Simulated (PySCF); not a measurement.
PySCF input for Al(H)(NCO)2 (C2HAlN2O2), SMILES [N]([AlH][N]=C=O)=C=O, TDA-PBE/def2-SVPD. Geometry: PBE0-D3(BJ)/def2-SVP. The structure was generated by enumeration; whether it is a known compound was not checked. Other conformers were not sampled.

```python
import numpy as np
from pyscf import gto, scf, dft, tdscf

mol = gto.M(
    atom='''
    Al    0.00000000    0.00000000    1.14398543
    H    -0.00000000    0.00000000    2.70834280
    N     0.00000000    1.51257915    0.22687870
    C    -0.00000000    2.54017853   -0.39679589
    O     0.00000000    3.53890263   -0.99968153
    N    -0.00000000   -1.51257916    0.22687870
    C     0.00000000   -2.54017853   -0.39679589
    O     0.00000000   -3.53890263   -0.99968153
    ''',
    basis='def2-SVPD',
    charge=0,
    spin=0,
    symmetry=True,
    max_memory=1600,
    verbose=4,
)
mf = dft.RKS(mol, xc='pbe').density_fit(auxbasis='def2-universal-jkfit')
mf.grids.level = 3
mf.conv_tol = 1e-9
mf.max_cycle = 100
mf.kernel()
mf.grids = dft.Grids(mol).set(level=1).build(with_non0tab=True)  # coarser grid for the response kernel
td = tdscf.TDA(mf)
td.singlet = True
td.nstates = 10
td.conv_tol = 1e-4
td.positive_eig_threshold = 1e-6
td.kernel(x0=td.get_init_guess(mf, 15))
td.analyze()
tt = tdscf.TDA(mf)
tt.singlet = False
tt.nstates = 4
tt.conv_tol = 1e-4
tt.positive_eig_threshold = 1e-6
tt.kernel(x0=tt.get_init_guess(mf, 9))
tt.analyze(verbose=3)
```

Log of the run:

```
PySCF version 2.14.0

[INPUT] verbose = 4
[INPUT] num. atoms = 8
[INPUT] num. electrons = 56
[INPUT] charge = 0
[INPUT] spin (= nelec alpha-beta = 2S) = 0
[INPUT] symmetry True subgroup None
[INPUT] Mole.unit = angstrom
[INPUT] Symbol           X                Y                Z      unit          X                Y                Z       unit  Magmom
[INPUT]  1 Al     0.000000000000   0.000000000000   1.143985430000 AA    0.000000000000   0.000000000000   2.161819153193 Bohr   0.0
[INPUT]  2 H      0.000000000000   0.000000000000   2.708342800000 AA    0.000000000000   0.000000000000   5.118026143438 Bohr   0.0
[INPUT]  3 N      0.000000000000   1.512579150000   0.226878700000 AA    0.000000000000   2.858360335227   0.428738606497 Bohr   0.0
[INPUT]  4 C      0.000000000000   2.540178530000  -0.396795890000 AA    0.000000000000   4.800241729200  -0.749835559453 Bohr   0.0
[INPUT]  5 O      0.000000000000   3.538902630000  -0.999681530000 AA    0.000000000000   6.687556752203  -1.889124303486 Bohr   0.0
[INPUT]  6 N      0.000000000000  -1.512579160000   0.226878700000 AA    0.000000000000  -2.858360354125   0.428738606497 Bohr   0.0
[INPUT]  7 C      0.000000000000  -2.540178530000  -0.396795890000 AA    0.000000000000  -4.800241729200  -0.749835559453 Bohr   0.0
[INPUT]  8 O      0.000000000000  -3.538902630000  -0.999681530000 AA    0.000000000000  -6.687556752203  -1.889124303486 Bohr   0.0

nuclear repulsion = 272.228854492284
point group symmetry = C2v
symmetry origin: [ 0.00000000e+00 -2.36215771e-09  1.01235344e-09]
symmetry axis x: [-1. -0. -0.]
symmetry axis y: [ 0.00000000e+00  1.00000000e+00 -5.95049468e-11]
symmetry axis z: [0.00000000e+00 5.95049468e-11 1.00000000e+00]
num. orbitals of irrep A1 = 60
num. orbitals of irrep A2 = 21
num. orbitals of irrep B1 = 26
num. orbitals of irrep B2 = 51
number of shells = 64
number of NR pGTOs = 238
number of NR cGTOs = 158
basis = def2-SVPD
ecp = {}


[settings echo left out]
init E= -579.471719556478
HOMO (A1) = -0.339105063486508  LUMO (B1) = -0.0991678825874542  gap/eV = 6.52902
cycle= 1 E= -578.285689566921  delta_E= 1.19  |g|= 1.08  |ddm|= 5.45
HOMO (B2) = -0.174530995402605  LUMO (B1) = -0.0786776926202042  gap/eV = 2.60830
cycle= 2 E= -576.985506040427  delta_E=  1.3  |g|= 2.74  |ddm|= 2.81
HOMO (B2) = -0.247921245361206  LUMO (B1) = -0.0743302143944686  gap/eV = 4.72365
cycle= 3 E= -578.366683270775  delta_E= -1.38  |g|= 0.799  |ddm|= 2.11
HOMO (B2) = -0.276136387248709  LUMO (B1) = -0.0902543751478158  gap/eV = 5.05811
cycle= 4 E= -578.506808537481  delta_E= -0.14  |g|= 0.174  |ddm|= 0.726
HOMO (B2) = -0.279524173775585  LUMO (B1) = -0.0942688846348965  gap/eV = 5.04105
cycle= 5 E= -578.512980681211  delta_E= -0.00617  |g|= 0.0501  |ddm|= 0.264
HOMO (B2) = -0.275536653784179  LUMO (B1) = -0.0942347673986776  gap/eV = 4.93348
cycle= 6 E= -578.513556446682  delta_E= -0.000576  |g|= 0.0146  |ddm|= 0.0797
HOMO (B2) = -0.275752172944929  LUMO (B1) = -0.0931017099577356  gap/eV = 4.97017
cycle= 7 E= -578.51362870249  delta_E= -7.23e-05  |g|= 0.00161  |ddm|= 0.0287
HOMO (B2) = -0.275693467254293  LUMO (B1) = -0.0931587035891432  gap/eV = 4.96702
cycle= 8 E= -578.513629748664  delta_E= -1.05e-06  |g|= 0.000425  |ddm|= 0.00332
HOMO (B2) = -0.275742249445414  LUMO (B1) = -0.0931967289464311  gap/eV = 4.96732
cycle= 9 E= -578.513629802311  delta_E= -5.36e-08  |g|= 7.31e-05  |ddm|= 0.000906
HOMO (B2) = -0.275737005462556  LUMO (B1) = -0.0931904500608454  gap/eV = 4.96734
cycle= 10 E= -578.513629803592  delta_E= -1.28e-09  |g|= 9.69e-06  |ddm|= 0.000198
HOMO (B2) = -0.275737122000767  LUMO (B1) = -0.0931904681243352  gap/eV = 4.96735
cycle= 11 E= -578.513629803613  delta_E= -2.07e-11  |g|= 2.02e-06  |ddm|= 1.3e-05
HOMO (B2) = -0.275737118136671  LUMO (B1) = -0.0931905866710609  gap/eV = 4.96734
Extra cycle  E= -578.513629803613  delta_E=    0  |g|= 3.22e-06  |ddm|= 8.51e-06
converged SCF energy = -578.513629803613
tot grids = 39784
Overwritten attributes  positive_eig_threshold  of <class 'pyscf.tdscf.rks.TDA'>


******** <class 'pyscf.tdscf.rks.TDA'> for <class 'pyscf.df.df_jk.DFSymAdaptedRKS'> ********
nstates = 10 singlet
deg_eia_thresh = 1.000e-03
wfnsym = None
conv_tol = 0.0001
eigh lindep = 1e-12
eigh level_shift = 0
eigh max_cycle = 100


Excitation energies (eV)
[4.98129205 5.19624158 5.54881167 5.87310551 6.42310947 6.51264355
 6.6483234  6.69594421 6.9626553  7.05345881]

** Singlet excitation energies and oscillator strengths **
Excited State   1:   A2      4.98129 eV    248.90 nm  f=0.0000
      28 -> 29        0.70705
Excited State   2:   B1      5.19624 eV    238.60 nm  f=0.0049
      26 -> 29       -0.70517
Excited State   3:   B2      5.54881 eV    223.44 nm  f=0.1771
      27 -> 29       -0.67816
      28 -> 32        0.12337
Excited State   4:   A1      5.87311 eV    211.11 nm  f=0.0442
      25 -> 29        0.67666
      26 -> 32       -0.11002
      28 -> 31       -0.11989
Excited State   5:   B2      6.42311 eV    193.03 nm  f=0.0418
      28 -> 30       -0.69493
Excited State   6:   A2      6.51264 eV    190.37 nm  f=0.0000
      27 -> 30        0.70635
Excited State   7:   A1      6.64832 eV    186.49 nm  f=0.0115
      26 -> 30        0.69616
Excited State   8:   B1      6.69594 eV    185.16 nm  f=0.0127
      24 -> 29       -0.63790
      25 -> 30       -0.29188
Excited State   9:   B1      6.96266 eV    178.07 nm  f=0.0749
      24 -> 29       -0.25608
      25 -> 30        0.60627
      27 -> 31       -0.24538
Excited State  10:   A1      7.05346 eV    175.78 nm  f=0.0211
      26 -> 32        0.28906
      28 -> 31       -0.63658

** Transition electric dipole moments (AU) **
state          X           Y           Z        Dip. S.      Osc.
  1         0.0000     -0.0000     -0.0000      0.0000      0.0000
  2        -0.1970     -0.0000     -0.0000      0.0388      0.0049
  3        -0.0000     -1.1413      0.0000      1.3026      0.1771
  4        -0.0000     -0.0000     -0.5542      0.3072      0.0442
  5         0.0000      0.5153      0.0000      0.2655      0.0418
  6        -0.0000     -0.0000      0.0000      0.0000      0.0000
  7         0.0000     -0.0000     -0.2653      0.0704      0.0115
  8        -0.2779      0.0000      0.0000      0.0772      0.0127
  9        -0.6625      0.0000      0.0000      0.4389      0.0749
 10         0.0000      0.0000      0.3496      0.1222      0.0211

** Transition velocity dipole moments (imaginary part, AU) **
state          X           Y           Z        Dip. S.      Osc.
  1        -0.0000     -0.0000     -0.0000      0.0000      0.0000
  2        -0.0141     -0.0000     -0.0000      0.0002      0.0007
  3        -0.0000     -0.1281     -0.0000      0.0164      0.0537
  4        -0.0000      0.0000     -0.0523      0.0027      0.0084
  5         0.0000      0.0998     -0.0000      0.0100      0.0282
  6        -0.0000     -0.0000      0.0000      0.0000      0.0000
  7         0.0000     -0.0000     -0.0677      0.0046      0.0125
  8        -0.0253      0.0000      0.0000      0.0006      0.0017
  9        -0.1130      0.0000      0.0000      0.0128      0.0333
 10         0.0000     -0.0000      0.0628      0.0039      0.0101

** Transition magnetic dipole moments (imaginary part, AU) **
state          X           Y           Z
  1        -0.0000      0.0000      0.1158
  2         0.0000      0.5610      0.0000
  3        -0.3109     -0.0000      0.0000
  4         0.0000      0.0000     -0.0000
  5         0.2287     -0.0000     -0.0000
  6        -0.0000     -0.0000     -0.2701
  7        -0.0000     -0.0000      0.0000
  8        -0.0000      0.8539     -0.0000
  9        -0.0000      0.5396     -0.0000
 10        -0.0000      0.0000      0.0000


******** <class 'pyscf.tdscf.rks.TDA'> for <class 'pyscf.df.df_jk.DFSymAdaptedRKS'> ********
nstates = 4 triplet
deg_eia_thresh = 1.000e-03
wfnsym = None
conv_tol = 0.0001
eigh lindep = 1e-12
eigh level_shift = 0
eigh max_cycle = 100


Excitation energies (eV)
[4.90368724 4.95670255 5.03774991 5.19653662]

** Triplet excitation energies and oscillator strengths **
Excited State   1:   A2      4.90369 eV    252.84 nm  f=0.0000
Excited State   2:   B2      4.95670 eV    250.13 nm  f=0.0000
Excited State   3:   B1      5.03775 eV    246.11 nm  f=0.0000
Excited State   4:   A1      5.19654 eV    238.59 nm  f=0.0000
```

The calculation finished and met its thresholds.
